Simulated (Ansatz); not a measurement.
Reaction (SMILES): N#P [azanylidynephosphane] → N#P as triplet, charge 0
Structures are relaxed separately at B3LYP-D3(BJ)/def2-TZVP in Ansatz (an electronic-structure program). Unstable Hartree-Fock reference: N#P. Markedly spin-contaminated UHF reference, which strains HF, MP2 and, less, CCSD(T): N#P as triplet, charge 0. High T1 diagnostic, so coupled cluster is less sure: N#P as triplet, charge 0. A spin state is the lowest found, not a proven ground state.
Geometry of the first species:
SMILES: N#P
```xyz
2

N      0.0000     0.0000    -1.0110
P      0.0000     0.0000     0.4718
```
Charge 0, spin multiplicity 1.

Wanted: adiabatic triplet-singlet gap (electronic energy difference), in kJ/mol. Valence correlation only, unless marked. Open shells are spin-unrestricted. No spin-orbit coupling. No relativistic terms. CBS marks a two-point X^-3 extrapolation of the correlation energy; Hartree-Fock from the larger set (for Q and 5 zeta extrapolated as (X+1)exp(-9√X)).

```json
[
 {"level": "BLYP-D3(BJ)/def2-TZVPD", "program": "Ansatz + dftd3", "adiabatic triplet-singlet gap (kJ/mol)": "325.4"},
 {"level": "BLYP-D4/def2-TZVPD", "program": "Ansatz + dftd4", "adiabatic triplet-singlet gap (kJ/mol)": "325.5"},
 {"level": "r2SCANh-D4/def2-TZVPD", "program": "Ansatz + dftd4", "adiabatic triplet-singlet gap (kJ/mol)": "297.7"},
 {"level": "r2SCAN0-D4/def2-TZVPD", "program": "Ansatz + dftd4", "adiabatic triplet-singlet gap (kJ/mol)": "287.8"},
 {"level": "CAM-B3LYP-D4/def2-TZVPD", "program": "Ansatz + dftd4", "adiabatic triplet-singlet gap (kJ/mol)": "312.6"},
 {"level": "CAM-B3LYP/def2-TZVPD", "program": "Ansatz", "adiabatic triplet-singlet gap (kJ/mol)": "312.6"},
 {"level": "LC-wPBE-D3(BJ)/def2-TZVPD", "program": "Ansatz + dftd3", "adiabatic triplet-singlet gap (kJ/mol)": "300.9"},
 {"level": "LC-wPBE/def2-TZVPD", "program": "Ansatz", "adiabatic triplet-singlet gap (kJ/mol)": "300.9"},
 {"level": "CCSD/def2-SVP", "program": "Ansatz", "adiabatic triplet-singlet gap (kJ/mol)": "325.1"},
 {"level": "CCSD/cc-pV(T+d)Z", "program": "Ansatz", "adiabatic triplet-singlet gap (kJ/mol)": "322.3"},
 {"level": "CCSD/CBS(def2-TZVPPD,def2-QZVPPD)", "program": "Ansatz", "adiabatic triplet-singlet gap (kJ/mol)": "329.1"},
 {"level": "CCSD/CBS(cc-pV(Q+d)Z,cc-pV(5+d)Z)", "program": "Ansatz", "adiabatic triplet-singlet gap (kJ/mol)": "329.8"},
 {"level": "CCSD(T)/aug-cc-pV(Q+d)Z", "program": "Ansatz", "adiabatic triplet-singlet gap (kJ/mol)": "339.0"},
 {"level": "CCSD(T) with core electrons (1s frozen past Ne)/cc-pwCVTZ", "program": "Ansatz", "adiabatic triplet-singlet gap (kJ/mol)": "339.3"},
 {"level": "CCSD(T)/CBS(cc-pV(Q+d)Z,cc-pV(5+d)Z)", "program": "Ansatz", "adiabatic triplet-singlet gap (kJ/mol)": "343.3"}
]
```
